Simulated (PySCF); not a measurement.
Zero-point energy (kcal/mol) of eight silicon and germanium compounds: PBE-D3(BJ) beside r2SCAN-D4, computed with PySCF for isolated molecules in the bases named; differences from unrounded values. The eight are the first of their class met in an unordered collection, after screening for sound electronic states; none was chosen by its value. Each level has its own optimised geometry.

| molecule | basis | r2SCAN-D4 | PBE-D3(BJ) | difference |
|---|---|---|---|---|
| Si(H)2(Et)(NH2) (C₂H₉NSi), SMILES CC[SiH2]N | def2-SVP | 67.63 | 65.95 | -1.68 |
| C2H4ClNSi, SMILES N#CC[SiH2]Cl | def2-SVP | 34.33 | 33.41 | -0.92 |
| C₂H₆N₂OSi, SMILES C[Si@@H](N)OC#N | def2-SVP | 53.15 | 51.83 | -1.32 |
| C3H8Si, SMILES C(=C/[SiH3])/C | def2-SVP | 59.26 | 57.66 | -1.60 |
| FH3S3Si, SMILES S[Si](S)(S)F | def2-SVP | 20.39 | 19.82 | -0.56 |
| C₄H₈OSi, SMILES C#C[SiH2]CCO | def2-SVP | 66.90 | 65.17 | -1.73 |
| FH₇OSi₃, SMILES O[Si@@H](F)[SiH2][SiH3] | def2-SVP | 42.57 | 41.40 | -1.17 |
| CH8O2Si2, SMILES C[Si](O)(O)[SiH3] | def2-SVP | 55.83 | 54.47 | -1.36 |

PBE-D3(BJ) lies below r2SCAN-D4 in 8 and above it in 0 of the eight; the mean signed difference is -1.29 and the largest -1.73 kcal/mol.
